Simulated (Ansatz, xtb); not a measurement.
# C2H4Ga: which of two structures lies lower

Structure X is a doublet given by its coordinates and structure Y is `C[CH][Ga]`, a doublet. Both are isolated molecules in the gas phase, relaxed with PBE0-D3(BJ)/def2-SVP.

X (Å):

```xyz
7

C    -1.9339   -1.0934    2.0522
C    -0.9151   -0.1474    1.8993
Ga    0.1095   -2.2661    2.0241
H    -2.3713   -1.3025    3.0333
H    -2.4928   -1.4699    1.1900
H    -0.6470    0.2434    0.9129
H    -0.5257    0.4106    2.7563
```

Close contacts (Å): C1–C2 1.40, C1–Ga3 2.36, C2–Ga3 2.36, C1–H4 1.09, C1–H5 1.09, C2–H6 1.09, C2–H7 1.09.

Y (Å):

```yaml
atoms:
  - { symbol: C, position_ang: [-1.8927, -0.9521, 2.1813] }
  - { symbol: C, position_ang: [-0.5689, -0.6489, 1.5635] }
  - { symbol: Ga, position_ang: [1.2283, -0.7054, 2.4720] }
  - { symbol: H, position_ang: [-2.4064, -1.7799, 1.6552] }
  - { symbol: H, position_ang: [-2.5818, -0.0885, 2.1094] }
  - { symbol: H, position_ang: [-1.8294, -1.2315, 3.2463] }
  - { symbol: H, position_ang: [-0.6450, -0.3708, 0.4967] }
```

Estimate E(Y) − E(X) at the level CCSD(T)/def2-SVP + ΔMP2/def2-TZVPP.

Calculated at CCSD(T)/def2-SVP + ΔMP2/def2-TZVPP: E(Y) − E(X) = +11.4 kcal/mol, so structure X lies lower.

How the difference moves with the method:

```tsv
level	geometry	E(Y) − E(X) (kcal/mol)	departure from the last row (kcal/mol)	job, with rough time for the two
GFN2-xTB	GFN2-xTB	+9.1	−2.4	optimisation, 0.1 s
HF/STO-3G	GFN2-xTB	−17.8	−29.2	single point, 5.2 s
r2SCAN-D4/def2-SVP	GFN2-xTB	+7.4	−4.1	single point, 4.4 s
PBE0-D3(BJ)/def2-SVP	PBE0-D3(BJ)/def2-SVP	+10.0	−1.5	optimisation, 36 s
HF/def2-SVP	PBE0-D3(BJ)/def2-SVP	−3.9	−15.3	part of the CCSD(T) run
MP2/def2-SVP	PBE0-D3(BJ)/def2-SVP	+9.8	−1.6	part of the CCSD(T) run
CCSD(T)/def2-SVP	PBE0-D3(BJ)/def2-SVP	+7.7	−3.8	single point
CCSD(T)/def2-SVP + ΔMP2/def2-TZVPP	PBE0-D3(BJ)/def2-SVP	+11.4		single point, 47 s
```

HF/STO-3G, HF/def2-SVP put the two in the other order. The largest departure from CCSD(T)/def2-SVP + ΔMP2/def2-TZVPP is that of HF/STO-3G, 29.2 kcal/mol. The last row adds to CCSD(T) the change of the MP2 difference between the two basis sets, here +3.8 kcal/mol, a large step that makes the value less sure.

With harmonic frequencies from PBE0-D3(BJ)/def2-SVP (ideal gas, rigid rotor, one conformer each, 298.15 K, 1 atm): on the last row, ΔE + ΔZPE = +11.0, ΔH = +11.2, ΔG = +10.3 kcal/mol.

Open shells are spin-unrestricted, with notable spin contamination under HF/STO-3G. The correlated steps freeze 11 core orbitals; the filled d shell of Ga is correlated, in a basis made for valence electrons. Programs: Ansatz 0.2.0, xtb 6.7.1; the last row on 1 thread of Intel(R) Xeon(R) 6975P-C (Granite Rapids) on a shared host.
